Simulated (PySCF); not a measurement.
## Identify the compound

Molecular formula: C6H10N2. Simulated spectra:

$^{1}$H NMR (500 MHz, computed): δ 7.66 (s, 1H), 3.93 (q, 2H), 3.76 (s, 2H), 1.32 (t, 3H), 0.94 (br s, 2H).

$^{13}$C{$^{1}$H} NMR (computed): δ 144.6 (CH), 108.0 (C), 81.4 (C), 54.9 (CH2), 36.2 (CH2), 18.8 (CH3).

- GFN2-xTB structure
- GIAO PBE0/pcSseg-1 shieldings
- code: PySCF 2.14.0 with density-fitted response routines
- fast rotation and ring inversion assumed for equivalent nuclei, one conformer, no solvent, non-relativistic Hamiltonian

Referencing at the same level of theory: TMS for $^{1}$H (σref 31.72) and $^{13}$C (σref 186.93).

Q: Which candidate is it?
A. CC/N=C\C#CCN
B. C=C/C=N/NC1CC1
C. CNc1ccn(C)c1
D. CCc1nccn1C
E. CCn1cc(C)cn1

A: A. 

The formula gives 3 degrees of unsaturation (no ring in the answer). 6 carbon signals for 6 carbons: no two carbons are equivalent. Carbon types of the structure: 2 × C, 1 × CH, 2 × CH2, 1 × CH3, leaving 2 H on heteroatoms. δC 144.6: C=N carbon. δC 108.0, 81.4: alkyne carbon. δC 18.8: methyl carbon; aliphatic region, no heteroatom directly attached. δH 3.93: hydrogen on an sp3 CH2 bonded to N; its carbon carries N, hence the downfield position. δH 3.76: hydrogen on a propargylic sp3 CH2 bonded to N; its carbon carries N, an electronegative neighbour.

The others: CNc1ccn(C)c1 would give 5 signals for carbon-bound and other non-exchanging H, not 4; C=C/C=N/NC1CC1 would give 5 carbon signals, not 6; CCn1cc(C)cn1 would give 5 signals for carbon-bound and other non-exchanging H, not 4; CCc1nccn1C would give 5 signals for carbon-bound and other non-exchanging H, not 4.

OH/NH shifts are gas-phase values; hydrogen bonding in solution moves them, usually downfield. Shifts are as computed. Against solution values, carbons near 30 ppm lie about +3 ppm off and those near 130 ppm about +5 ppm. Of 1211 compounds with measured shifts, 218 miss one by over three times the rms of a fit or turn the order of signals round; such compounds aren't used in these exercises. Multiplicities follow the n + 1 count of equivalent neighbours, as no J values were calculated; m marks all less simple cases, F and P coupling included.
